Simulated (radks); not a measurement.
Coherent X-ray form factor from a spherical all-electron density. Method: scalar-relativistic Kohn-Sham, PBEsol, spin-polarised, spherical densities, finite nucleus; Fermi nuclear charge, rms radius of each element as measured or else 0.836 A^(1/3) + 0.57 fm; computed with a radial shooting solver on a logarithmic mesh with Libxc functionals.

sin(theta)/lambda (1/angstrom)  f0 (electrons)
0.05                                    56.931
0.1                                     54.291
0.15                                    51.008
0.2                                     47.595
0.25                                    44.285
0.3                                     41.219
0.4                                     36.013
0.5                                     31.842
0.6                                     28.352
0.8                                     22.874
1                                       19.175
1.25                                    16.217
1.5                                     14.000
2                                       10.130

The species is in the configuration that NIST lists as its ground one. Which atom or ion scatters so?

Answer. The praseodymium ion Pr+, [Xe] 4f3 6s1. Extrapolating in s^2 from the first two rows gives f0(0) = 57.8, near the electron count 58; among species with that count, the fall with angle is slower the higher Z, and the table is that of Z = 59; from so few rows the species is fixed only to a neighbour or two.
